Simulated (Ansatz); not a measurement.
`CB[SiH2]S` + `FCO[SiH2]Br` → `FCOB[SiH2]S` + `C[SiH2]Br`  (redistribution)

Gas-phase electronic energies from Ansatz, PBE0-D4/def2-TZVP geometries. CCSD(T)/CBS adds triple-zeta CCSD(T) − MP2 to the extrapolated MP2 energy (def2 sets, frozen cores). DFT in def2-TZVPP. For Br outer-core shells are correlated without core-valence functions, which leaves a few kJ/mol of doubt a bond. Scalar relativity is left out up to krypton. One conformer a species, not always the lowest.

| level | ΔE (eV) |
| --- | --- |
| r2SCAN-D4 | -0.35 |
| ωB97X-V | -0.35 |
| r2SCAN | -0.36 |
| PBE0 | -0.42 |
| HF/def2-TZVPP | -0.31 |
| CCSD(T)/def2-TZVPP | -0.39 |
| MP2/def2-QZVPP | -0.35 |
| CCSD/CBS(def2) | -0.34 |

Task: What does CCSD(T)/CBS give? (Best estimate.)

Result: The calculation gave: -0.36 eV. The listed levels differ from it by 0.01, 0.01, 0.00, -0.06, 0.05, -0.03, 0.01, 0.02 eV.

Largest T1 diagnostic among the species: 0.013.

From PBE to PBE0 (25 % exact exchange), in def2-TZVPP and without D4, ΔE moves by +0.04 eV. In def2-TZVPP, CCSD(T) changes the Hartree–Fock value by −0.08 eV (the triples alone add −0.02 eV) and MP2 by −0.06 eV. The D4 term adds +0.05 eV with B3LYP and +0.03 eV with PBE0; it sums over pairs of atoms, weighted by their polarisabilities, and B3LYP, whose exchange is more repulsive, gets the larger term.

B3LYP here is the variant with VWN-RPA as its local correlation; programs differ in this.
